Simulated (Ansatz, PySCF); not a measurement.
H₆Al₂O₄Si, singlet, at a GFN2-xTB geometry (such geometries of metal compounds can be far from the true shape), atoms displaced at random by about 0.03 Å a coordinate. Base run: PySCF with R2SCAN/STO-3G, gradient.

Here is a job for PySCF.
```python
from pyscf import gto, scf, dft

mol = gto.M(
    atom='''
Al   -2.07115074   -0.09287331   -0.03223148
O    -1.95509519    0.75751613   -1.43338657
O    -3.42709154   -0.47233544    0.71856773
Si    0.01808619   -0.66545756    0.96763510
Al    2.10513661    0.14099972   -0.13667336
O     2.87987355   -0.82371999   -1.06011490
O     2.41170722    1.76266273    0.17185999
H    -1.93564341    1.25740880   -2.23848081
H    -4.26382332   -0.84859231    1.11483703
H     0.17434804   -2.18783507    1.13184913
H     0.01878481   -0.29514599    2.40901842
H     3.34918550   -1.44555561   -1.64812438
H     2.65733312    2.68022097    0.36817749
''',
    basis='sto-3g',
    verbose=4,
)

mf = dft.RKS(mol)
mf.xc = 'r2scan'
mf.kernel()
g = mf.nuc_grad_method()
grad = g.kernel()
```

Programs used: Ansatz (a quantum-chemistry and plane-wave program), PySCF; a row that names a program was run with it.

The coordinate followed is x of atom 11.

The base run was repeated with changes; each row names its change, and settings that it needs were set with it.

```tsv
change	dE/dx (Eh/bohr)	net force (Eh/bohr)
base	0.000459	0.002138
finite difference step (bohr) = 1e-4; conv_tol = 1e-11	0.000458	-
finite difference step (bohr) = 0.05; conv_tol = 1e-11	0.000458	-
code = ansatz	0.000460	0.000000
finite difference step (bohr) = 1e-5; conv_tol = 1e-11	0.000458	-
grids.level = 1; grid_response = off	0.000462	0.003157
grids.level = 0; grid_response = on	0.000510	0.000000
conv_tol = 1e-4	0.000457	0.002139
finite difference step (bohr) = 0.01; conv_tol = 1e-11	0.000458	-
density fitting = on; auxbasis_response = off	0.000460	0.005489
grids.level = 5; grid_response = on	0.000459	0.000000
conv_tol = 1e-6	0.000459	0.002139
```

The net force is zero for an exact gradient.
